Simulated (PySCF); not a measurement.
A structure optimised at B3LYP-D3(BJ)/def2-SVP, used in a PySCF frequency run:

```xyz
9

Si     0.0026     0.0787     1.6353
N      0.0192    -0.4984     0.0000
Si     0.0026     0.0787    -1.6353
H     -1.4034    -0.1027     2.1136
H      0.9116    -0.7686     2.4600
H      0.3880     1.5135     1.8161
H      0.3880     1.5135    -1.8161
H     -1.4034    -0.1027    -2.1136
H      0.9116    -0.7686    -2.4600
```
Charge 0, spin multiplicity 2.

Question: Write its SMILES, formula and point group.

Answer: [SiH3][N][SiH3], H6NSi2, Cs

Question: What are its rotational constants (standard atomic weights)?

Answer: 32.416, 2.7463, 2.6924 GHz
